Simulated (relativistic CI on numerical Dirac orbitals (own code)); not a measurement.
Ni2+ in a cubic cluster: L2,3 absorption with charge transfer

Computed with a charge-transfer multiplet model of a cubic metal-ligand cluster with up to 2 ligand holes, Slater and spin-orbit integrals from Dirac-Coulomb-Breit ions, Slater integrals scaled by 0.7. The ground state mixes d8 with configurations of k ligand holes L, whose averages lie at kΔ + k(k − 1)U_dd/2; a core hole lowers each added d electron by U_cd. 300 K, Lorentzian 0.4 eV and Gaussian 0.3 eV FWHM.

Atomic integrals in eV (Slater integrals scaled, ζ unscaled), ground: F2dd 8.519, F4dd 5.287, zeta_d 0.080; with the core hole: F2dd 8.519, F4dd 5.287, zeta_d 0.103, zeta_core 11.413, F2cd 5.424, G1cd 4.090, G3cd 2.325.

Cluster parameters (eV): Δ = 1.6, U_dd = 6.3, U_cd = 8.1, 10Dq = 0.8, 10Dq(ligand) = 1.4, final-state hopping factor = 0.8.

| Case | n_d | d8 | d9L | d10L2 | S |
| --- | --- | --- | --- | --- | --- |
| V(eg) = 1.95 eV, V(t2g) = -1.02 eV | 8.39 | 0.63 | 0.35 | 0.02 | 1.00 |
| V(eg) = 2.25 eV, V(t2g) = -1.18 eV | 8.43 | 0.60 | 0.38 | 0.02 | 1.00 |
| V(eg) = 2.55 eV, V(t2g) = -1.34 eV | 8.46 | 0.57 | 0.40 | 0.03 | 1.00 |
| V(eg) = 2.85 eV, V(t2g) = -1.49 eV | 8.49 | 0.55 | 0.42 | 0.04 | 1.00 |
| V(eg) = 3.15 eV, V(t2g) = -1.65 eV | 8.52 | 0.52 | 0.43 | 0.04 | 1.00 |

Weights, n_d and S are thermal averages at 300 K. Photon energies count from the first peak over 30 % of the highest in each spectrum, which can be another peak from case to case. The parameters are a model scan and need not match a compound or its usual spin state. Peaks in eV (height, largest 100):
- V(eg) = 1.95 eV, V(t2g) = -1.02 eV: 0.0 (100), 3.2 (10), 4.3 (8), 17.3 (29), 20.8 (6)
- V(eg) = 2.25 eV, V(t2g) = -1.18 eV: 0.0 (100), 3.6 (7), 4.7 (7), 17.2 (29)
- V(eg) = 2.55 eV, V(t2g) = -1.34 eV: 0.0 (100), 4.1 (6), 5.1 (6), 17.2 (30)
- V(eg) = 2.85 eV, V(t2g) = -1.49 eV: 0.0 (100), 5.6 (5), 17.3 (30)
- V(eg) = 3.15 eV, V(t2g) = -1.65 eV: 0.0 (100), 17.2 (30)

Curve for V(eg) = 1.95 eV, V(t2g) = -1.02 eV (points under 2 left out, the grid thinned):

(E (eV), Intensity): (-1.6, 2.1), (-1.4, 2.7), (-1.1, 4.3), (-0.9, 6.4), (-0.7, 10.4), (-0.5, 19.7), (-0.2, 65.3), (0.0, 100.0), (0.2, 76.3), (0.4, 39.6), (0.7, 22.5), (0.9, 13.9), (1.1, 7.7), (1.4, 4.3), (1.6, 3.4), (1.8, 2.8), (2.0, 2.4), (2.3, 2.2), (2.5, 2.3), (2.7, 3.2), (2.9, 5.8), (3.2, 9.8), (3.4, 7.4), (3.6, 5.6), (3.9, 5.5), (4.1, 6.3), (4.3, 7.7), (4.5, 6.3), (4.8, 2.5), (16.4, 2.6), (16.6, 4.4), (16.8, 8.7), (17.1, 24.6), (17.3, 29.1), (17.5, 27.7), (17.8, 16.0), (18.0, 7.5), (18.2, 3.9), (18.4, 2.4), (20.2, 2.8), (20.4, 3.5), (20.6, 4.3), (20.8, 5.5), (21.1, 3.4), (21.3, 2.2)

For the case V(eg) = 2.25 eV, V(t2g) = -1.18 eV, Δ = 1.6 eV is smaller than U_dd = 6.3 eV, the charge-transfer side of the Zaanen-Sawatzky-Allen scheme. With the core hole the configuration with one ligand hole lies at Δ + U_dd − U_cd = -0.2 eV from the one without, against Δ in the ground state.
